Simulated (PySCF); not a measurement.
Ga(Cl)(OMe)(NH2) (CH₅ClGaNO), SMILES C[O][Ga]([NH2])[Cl]. The structure is a stationary point at PBE-D3(BJ)/def2-SVP. The structure was generated by enumeration; whether it is a known compound was not checked. The values are those of a single conformer.

Computed equilibrium geometry at PBE-D3(BJ)/def2-SVP (PySCF confirms it by a frequency run) as Cartesian coordinates in Å (one conformer of several):
```xyz
10

Ga    -0.0872     0.1401     0.0902
Cl     1.3080    -0.1168     1.7051
O      0.0078    -1.0753    -1.2300
C     -0.8337    -0.9830    -2.3622
H     -0.9512     0.0570    -2.7516
H     -0.3937    -1.5905    -3.1831
H     -1.8564    -1.3858    -2.1672
N     -1.1557     1.6149     0.0056
H     -1.2953     2.1652     0.8561
H     -2.0059     1.5940    -0.5622
```
Charge 0, spin multiplicity 1.
